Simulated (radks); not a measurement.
Ionisation of the manganese ion Mn2+, [Ar] 3d5, to [Ar] 3d4 as the strength of local exchange is varied. Calculated with a radial shooting solver on a logarithmic mesh with Libxc functionals: non-relativistic Kohn-Sham, Slater X-alpha exchange (alpha = 2/3 is LDA exchange), no correlation, spin-polarised, spherical densities, point nucleus; open shells are filled with parallel spins first.

| alpha | E(Mn2+) (hartree) | exchange (hartree) | IE (eV) | -e of the level emptied (eV) | <r> of it (bohr) |
|---|---|---|---|---|---|
| 0.557 | -1138.04197 | -39.18875 | 30.622 | 22.736 (3d) | 1.176 |
| 0.667 | -1145.80780 | -47.25013 | 33.267 | 25.077 (3d) | 1.135 |
| 0.674 | -1146.30379 | -47.76667 | 33.441 | 25.232 (3d) | 1.133 |
| 0.799 | -1155.19674 | -57.06170 | 36.634 | 28.098 (3d) | 1.090 |
| 0.913 | -1163.36647 | -65.65542 | 39.707 | 30.890 (3d) | 1.055 |
| 0.923 | -1164.08580 | -66.41454 | 39.984 | 31.142 (3d) | 1.052 |

NIST Atomic Spectra Database: 33.67 eV (measured). The Delta-SCF value meets it near alpha = 0.68. Open shells are spherical and high-spin; term and fine-structure splittings are not resolved.
